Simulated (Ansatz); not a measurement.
AlClFO (`[O][Al]([F])[Cl]`) radical, charge 0, multiplicity 2.

(1) Give a relaxed structure at PBE0-D4/def2-TZVP (Ansatz). (Best estimate.)

Results:

(1) Computed: 
Cartesian coordinates in Å:
```
O 1.4269 -0.7949 0.5909
Al 0.0163 -0.0591 -0.0737
F -0.5038 -0.5491 -1.5412
Cl -0.9394 1.4031 1.0240
```
Point group Cs.
